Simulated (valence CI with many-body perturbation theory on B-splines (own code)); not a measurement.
The numbers below are computed, except where a source is named.
**From CI to CI+MBPT in Zr X**

Method: valence CI with perturbative core correlation (CI+MBPT): three valence electrons over a frozen Dirac-Fock core [Ar] 3d10, a basis of 11 s, 11 p, 9 d, 7 f, 5 g, 2 h, 1 i functions for each j, with the one-electron correlation potential Σ1 (screened to all orders), the two-electron term Σ2, the three-electron term Σ3, Breit, model QED; selected single and double excitations, second order for the rest, scaled by the run's own slope (own B-spline code, finite nucleus).

No measured spectrum was set against this ion. As an estimate, levels hold to about 250 cm⁻¹ or 0.2 % of their energy and the worst to 1 %, as in measured heavy ions of charge 2 to 7; those with d or f electrons hold less well.

Each rung adds one term. CI alone is the Dirac-Coulomb CI over the frozen core; QED comes last and gives the full result, which names the levels. Energies are above 4s2.4p 2P°_1/2 on the same rung, in eV.

Names give the largest LS component (configuration and term), which can be under half, so a name can repeat, a term be missing and a line seem to break the LS rules; names also repeat where a configuration has a term twice. Letters in brackets count levels of one name in rising energy.

```csv
Level,CI alone,Σ1,Σ2,Σ3,Breit,QED,Full
4s2.4p 2P°_3/2,2.439,+0.0510,+0.0123,+0.0004,-0.0425,+0.0051,2.466
4s.4p2 4P_1/2,20.269,+0.1307,+0.3195,+0.0048,+0.0178,-0.0600,20.682
4s.4p2 4P_3/2,21.373,+0.1578,+0.3371,+0.0054,-0.0059,-0.0571,21.810
4s.4p2 4P_5/2,22.550,+0.1779,+0.3269,+0.0052,-0.0239,-0.0549,22.981
4s.4p2 2D_3/2,27.070,+0.1887,+0.0992,+0.0011,-0.0187,-0.0531,27.287
4s.4p2 2D_5/2,27.523,+0.2043,+0.1255,+0.0016,-0.0357,-0.0512,27.767
4s.4p2 2S_1/2,31.677,+0.1888,-0.3485,-0.0087,+0.0019,-0.0584,31.452
4s.4p2 2P_1/2,34.317,+0.2290,-0.4638,-0.0079,-0.0346,-0.0541,33.985
4s.4p2 2P_3/2,35.202,+0.2376,-0.6460,-0.0061,-0.0375,-0.0542,34.696
4s2.4d 2D_3/2,44.397,+0.2959,-0.4097,-0.0024,-0.0809,-0.0019,44.198
4s2.4d 2D_5/2,44.746,+0.3045,-0.4051,-0.0022,-0.0955,-0.0006,44.548
4p3 4S°_3/2 [a],51.878,+0.3187,-0.1081,+0.0026,+0.0144,-0.1156,51.990
4p3 4S°_3/2 [b],52.921,+0.3500,-0.1147,+0.0042,-0.0157,-0.1111,53.034
4p3 2D°_5/2,52.882,+0.3545,+0.1265,+0.0052,-0.0241,-0.1064,53.238
4p3 2P°_1/2,57.273,+0.3674,-0.1996,-0.0031,-0.0183,-0.1097,57.309
4p3 2P°_3/2,58.174,+0.3985,-0.1392,-0.0016,-0.0488,-0.1047,58.278
4s.4p.4d 4F°_3/2,60.320,+0.3868,+0.3363,+0.0109,-0.0494,-0.0611,60.943
4s.4p.4d 4F°_5/2,60.843,+0.3972,+0.3334,+0.0109,-0.0614,-0.0598,61.463
4s.4p.4d 4F°_7/2,61.638,+0.4142,+0.3339,+0.0110,-0.0798,-0.0580,62.260
```

The middle columns are the shifts that each term adds.

(1) How does the ionisation energy move along the ladder, and which term matters most?

## Answers

(1) CI alone 171.85, + Σ1 172.91, + Σ2 172.70, + Σ3 172.68, + Breit 172.58, + QED 172.59 eV. The largest step is Σ1, 1.06 eV. NIST lists 172.02 ± 0.05 eV (semi-empirical), further off than its uncertainty and the later steps.
